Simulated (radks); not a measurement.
Question: Dy XXXIV, configuration [Ar] 3d10 4s2 4p3. Method: Dirac Kohn-Sham, PBE, spin-unpolarised, spherical densities, point nucleus; open shells fill j = l - 1/2 first; computed with a radial shooting solver on a logarithmic mesh with Libxc functionals. Some entries of the table are withheld. Estimate them.

orbital,occ.,eigenvalue (hartree),<r^2> (bohr^2),<1/r> (bohr^-1)
1s1/2,2,-2018.102,0.0006092,74.59
2s1/2,2,-375.6096,0.009434,17.89
2p1/2,2,-359.6939,0.006826,17.86
2p3/2,4,-330.2136,0.008044,15.64
3s1/2,2,-118.6322,0.06107,6.623
3p1/2,2,(1),0.05646,6.540
3p3/2,4,(2),0.06288,5.978
3d3/2,4,-93.88870,0.04926,(3)
3d5/2,6,-92.49151,0.05102,(4)
4s1/2,2,-54.38836,0.2505,3.138
4p1/2,2,-51.53648,(5),(6)
4p3/2,1,-49.58984,(7),(8)

Answer: 
(1) 3p1/2 eigenvalue (hartree): -111.7795
(2) 3p3/2 eigenvalue (hartree): -105.4641
(3) 3d3/2 <1/r> (bohr^-1): 5.858
(4) 3d5/2 <1/r> (bohr^-1): 5.720
(5) 4p1/2 <r^2> (bohr^2): 0.2508
(6) 4p1/2 <1/r> (bohr^-1): 3.071
(7) 4p3/2 <r^2> (bohr^2): 0.2707
(8) 4p3/2 <1/r> (bohr^-1): 2.889
